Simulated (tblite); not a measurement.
Parent: `[O:1]=[C:2]([OH:3])[C:4]#[C:5][CH2:6][N:7]([SiH3:8])[SiH3:9]` with O1–C2–O3–H 0°, C5–C6–N7–Si8 81°, C4H9NO2Si2.

Structures optimised with GFN2-xTB, isolated species. One conformer each, not checked by frequencies here.

| coordinate of the parent | value |
| --- | --- |
| O1=C2 | 1.204 Å |
| C2–O3 | 1.341 Å |
| C2–C4 | 1.436 Å |
| C4≡C5 | 1.204 Å |
| C5–C6 | 1.447 Å |
| C6–N7 | 1.452 Å |
| N7–Si8 | 1.740 Å |
| N7–Si9 | 1.742 Å |
| O1–C2–O3 | 123.4° |
| O1–C2–C4 | 124.7° |
| O3–C2–C4 | 112.0° |
| C2–C4–C5 | 177.4° |
| C4–C5–C6 | 174.3° |
| C5–C6–N7 | 111.1° |
| C6–N7–Si8 | 115.8° |
| C6–N7–Si9 | 115.9° |
| Si8–N7–Si9 | 125.4° |

Q: How does the shared frame change in `[O:1]=[C:2]([OH:3])[C:4]#[C:5][CH2:6][N:7]([SiH3:8])[CH2:9][SiH3:10]` with O1–C2–O3–H 0°, C5–C6–N7–Si8 -89°, C6–N7–C9–Si10 63°, C5H11NO2Si2? Atoms pair as O1 = O1, C2 = C2, O3 = O3, C4 = C4, C5 = C5, C6 = C6, N7 = N7, Si8 = Si8 (parent first).

A: 
```tsv
parent	relative	value in the relative	change
O1=C2	O1=C2	1.204 Å	0.000
C2–O3	C2–O3	1.341 Å	0.000
C2–C4	C2–C4	1.435 Å	-0.001
C4≡C5	C4≡C5	1.204 Å	0.000
C5–C6	C5–C6	1.449 Å	+0.002
C6–N7	C6–N7	1.443 Å	-0.009
N7–Si8	N7–Si8	1.724 Å	-0.016
O1–C2–O3	O1–C2–O3	123.4°	0.0
O1–C2–C4	O1–C2–C4	124.5°	-0.2
O3–C2–C4	O3–C2–C4	112.1°	+0.1
C2–C4–C5	C2–C4–C5	178.9°	+1.5
C4–C5–C6	C4–C5–C6	174.3°	0.0
C5–C6–N7	C5–C6–N7	112.4°	+1.3
C6–N7–Si8	C6–N7–Si8	120.4°	+4.6
```

Of the parent's bonds, N7–Si8 changes most (-0.016 Å). Bonds of the relative outside the shared frame: N7–C9 1.452, C9–Si10 1.913 Å. Point group C1 → C1.

All values are computed, not measured.
